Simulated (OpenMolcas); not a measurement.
## Mo4+: Racah parameters, the spin-orbit constant, worked from levels

| Item | Value |
| --- | --- |
| Program | OpenMolcas |
| Basis | ANO-RCC-VTZP [7s6p4d2f1g] |
| Scalar Hamiltonian | DKH2, point nucleus |
| Active space | 2 electrons in 5 orbitals (4d) |
| State averaging | 2S+1 = 3 even, 10 roots; 2S+1 = 1 even, 15 roots |
| Spin-orbit coupling | state interaction with AMFI integrals over the reference wave functions, term energies averaged over their components |

Methods: CASSCF; SS-CASPT2, IPEA 0.25 Eh, imaginary shift 0.1 Eh (closed shells correlated: 4s 4p). Measured levels: Sugar and Musgrove, J. Phys. Chem. Ref. Data 17, 155 (1988).

**Racah parameters.** Above 3F, d2 has 3P at 15B, 1G at 12B + 2C and 1D at 5B + 2C. The first two fix B and C, and the third tests them; where it misses by thousands of cm-1, two parameters do not describe the configuration (Trees and configuration-interaction terms are left out) and B and C hang on the terms chosen. Term energies are centres of gravity, weighted by 2J + 1.

| Source | 3P | 1G | B | C | C/B | 1D from B, C |
| --- | --- | --- | --- | --- | --- | --- |
| CASSCF | 13334 | 17410 | 889 | 3371 | 3.79 | 11187 |
| SS-CASPT2 | 11200 | 15051 | 747 | 3046 | 4.08 | 9827 |
| measured | 10660 | 14389 | 711 | 2930 | 4.12 | 9415 |

Energies in cm-1. From CASSCF to SS-CASPT2, B changes by -16.0 % and C by -9.6 %. Against the measured terms, SS-CASPT2 has B off by +5.1 % and C by +4.0 %.

**The spin-orbit constant.** For the Hund term 3F of d2, E(J) = (A/2) J(J+1) + constant and ζ = 2S·A = 2A. From J = 2 to J = 4 the energy changes by 7 A.

```json
{"Source": "CASSCF", "E(4) - E(2)": "3226.4", "A": "460.9", "ζ": "922"}
{"Source": "SS-CASPT2", "E(4) - E(2)": "3258.2", "A": "465.5", "ζ": "931"}
{"Source": "measured", "E(4) - E(2)": "3357.3", "A": "479.6", "ζ": "959"}
```

All in cm-1. SS-CASPT2 is off by -3.0 % and CASSCF by -3.9 %. Both methods take the spin-orbit matrix elements from the reference wave functions, so the second can move ζ only through the term energies and any multistate remixing. Second-order mixing with other terms is absorbed into this ζ.

CASPT2 does not keep the components of a term degenerate, so their means are used; among the terms shown or strongly mixed into the levels shown the widest spread is 610 cm-1 (4d2 1G, SS-CASPT2). Without dynamic correlation excited terms often stand tens of per cent too high (terms of higher spin than the ground term too low), and those without a measured partner can miss by more than the paired ones (holds for CASSCF). Measured partners are found by configuration, term and J. A level has none where our copy of the source lacks it or the pairing is in doubt (some pairs that miss far off the trend of their configuration count as doubtful), and it then counts in no deviation. Only configurations of the active space appear.
